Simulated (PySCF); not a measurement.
# C₆ coefficients of unlike pairs at PBE

Calculated with PySCF 2.14 from the dipole response of each species, C₆(A,B) = (3/π) ∫ α_A(iu) α_B(iu) du, in atomic units, from isotropic polarisabilities. For ions this is the dispersion term alone; charge-induced terms of lower order in 1/R come first.

```csv
species,configuration,basis,relativity,α (bohr³),C₆ (like pair)
Sn⁺,[Kr] 4d10 5s2 5p1 (2P),aug-cc-pVQZ-PP with ECP28MDF (7s7p5d3f2g),core potential,27.15,205.5
F²⁺,[He] 2s2 2p3 (4S),def2-QZVPPD (8s5p4d2f1g),none,1.248,1.587
Sn,[Kr] 4d10 5s2 5p2 (3P),aug-cc-pwCVTZ-PP with ECP28MDF (8s7p6d4f1g),core potential,61.61,676.8
```

(1) Estimate C₆ for Sn with F²⁺.

No spin-orbit coupling is included.

The other pairs:

```
    pair     C₆
 Sn, Sn⁺  366.6
F²⁺, Sn⁺  15.44
```

## Answers

(1) The integral gives 25.28. The combination rule 2 C_A C_B / (C_A α_B/α_A + C_B α_A/α_B) gives 23.33 and the geometric mean 32.77.
